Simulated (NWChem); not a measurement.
System: GeH2F2; SMILES [F][GeH2][F]

NWChem printed, in part:

```
             Northwest Computational Chemistry Package (NWChem) 7.3.0
             --------------------------------------------------------

 C2V symmetry detected

                             Geometry "geometry" -> ""
                             -------------------------

 Output coordinates in angstroms (scale by  1.889725989 to convert to a.u.)

  No.       Tag          Charge          X              Y              Z
 ---- ---------------- ---------- -------------- -------------- --------------
    1 Ge                  32.0000     0.00000000     0.00000000    -0.33429392
    2 F                    9.0000    -1.37214500     0.00000000     0.71743608
    3 F                    9.0000     1.37214500     0.00000000     0.71743608
    4 H                    1.0000     0.00000000     1.31857600    -1.10822192
    5 H                    1.0000     0.00000000    -1.31857600    -1.10822192

 Effective nuclear repulsion energy (a.u.)     221.5006029750

      Symmetry information
      --------------------

 Group name             C2v
 Group number             16
 Group order               4
 No. of unique centers     3

  pbe96 is a nonlocal functional; adding pw91lda local functional.

                                 NWChem DFT Module
                                 -----------------

 Summary of "ao basis" -> "ao basis" (spherical)
 ------------------------------------------------------------------------------
       Tag                 Description            Shells   Functions and Types
 ---------------- ------------------------------  ------  ---------------------
 Ge                         def2-svp                12       32   5s4p3d
 F                          def2-svp                 6       14   3s2p1d
 H                          def2-svp                 3        5   2s1p

      Symmetry analysis of basis
      --------------------------

        a1         29
        a2          8
        b1         18
        b2         15

            General Information
            -------------------
          SCF calculation type: DFT
          Wavefunction type:  closed shell.
          No. of atoms     :     5
          No. of electrons :    52
           Alpha electrons :    26
            Beta electrons :    26
          Charge           :     0
          Spin multiplicity:     1
          Use of symmetry is: on ; symmetry adaption is: on
          Maximum number of iterations: 150
          AO basis - number of functions:    70
                     number of shells:    30
          Convergence on energy requested:  1.00D-06
          Convergence on density requested:  1.00D-05
          Convergence on gradient requested:  5.00D-04

              XC Information
              --------------
                          RPBE Exchange Functional  1.000
            Perdew 1991 LDA Correlation Functional  1.000 local
           PerdewBurkeErnz. Correlation Functional  1.000 non-local

             Grid Information
             ----------------
          Grid used for XC integration:  medium
          Radial quadrature: Mura-Knowles
          Angular quadrature: Lebedev.
          Tag              B.-S. Rad. Rad. Pts. Rad. Cut. Ang. Pts.
          ---              ---------- --------- --------- ---------
          Ge                  1.25      112           7.0       590
          F                   0.50       49           8.0       434
          H                   0.35       45           8.0       434
          Grid pruning is: on
          Number of quadrature shells:   206
          Spatial weights used:  Erf1

      Superposition of Atomic Density Guess
      -------------------------------------

 Sum of atomic energies:       -2274.62707111

      Non-variational initial energy
      ------------------------------

 Total energy =   -2274.887827
 1-e energy   =   -3615.602524
 2-e energy   =    1119.214094
 HOMO         =      -0.401811
 LUMO         =       0.060498

      Symmetry analysis of molecular orbitals - initial
      -------------------------------------------------

  Numbering of irreducible representations:

     1 a1          2 a2          3 b1          4 b2

  Orbital symmetries:

     1 a1          2 a1          3 b2          4 a1          5 b1
     6 a1          7 b1          8 a1          9 b2         10 a1
    11 b1         12 a1         13 b1         14 b2         15 a2
    16 a1         17 a1         18 b1         19 a1         20 b1
    21 b2         22 a1         23 a2         24 b1         25 a1
    26 b2         27 a1         28 b1         29 a1         30 b2
    31 a1         32 b2         33 a1         34 b1         35 a2
    36 a1

     ---------------------------------------------
      Total Density - Mulliken Population Analysis
     ---------------------------------------------

    Atom       Charge   Shell Charges
 -----------   ------   -------------------------------------------------------
    1 Ge  32    30.53   2.00  2.00  2.00  0.95  0.22  6.00  5.98  0.81  0.45  8.15  1.81  0.17
    2 F    9     9.66   1.99  1.15  0.80  3.52  2.19  0.00
    3 F    9     9.66   1.99  1.15  0.80  3.52  2.19  0.00
    4 H    1     1.08   0.67  0.41  0.01
    5 H    1     1.08   0.67  0.41  0.01

   convergence    iter        energy       DeltaE   RMS-Dens  Diis-err
 ---------------- ----- ----------------- --------- --------- ---------
 d= 0,ls=0.0,diis     1  -2277.2879035359 -2.50D+03  3.30D-02  8.83D-01
 d= 0,ls=0.0,diis     2  -2276.9097914662  3.78D-01  2.02D-02  5.33D+00
 d= 0,ls=0.0,diis     3  -2277.3995672749 -4.90D-01  1.56D-03  2.36D-02
 d= 0,ls=0.0,diis     4  -2277.4010738154 -1.51D-03  2.20D-04  2.80D-03
 d= 0,ls=0.0,diis     5  -2277.4011873882 -1.14D-04  1.50D-04  2.45D-04
  Resetting Diis
 d= 0,ls=0.0,diis     6  -2277.4012024682 -1.51D-05  2.26D-05  1.37D-06
 d= 0,ls=0.0,diis     7  -2277.4012027002 -2.32D-07  8.32D-06  6.37D-08

[...]
```

Level: RPBE/def2-SVP. Structure relaxed at the PBE0/def2-SVP level.

**Question.** Reconstruct the input file.

**Answer.** Several could match; the one computed here: the input that was run:
```
start job
memory heap 200 mb stack 900 mb global 1100 mb
geometry units angstroms noautoz
  Ge     0.000000     0.000000    -0.298583
  F     -1.372145     0.000000     0.753147
  F      1.372145     0.000000     0.753147
  H      0.000000     1.318576    -1.072511
  H      0.000000    -1.318576    -1.072511
end
basis spherical
  * library def2-svp
end
dft
  xc rpbe cpbe96
  iterations 150
  mulliken
end
task dft energy
```
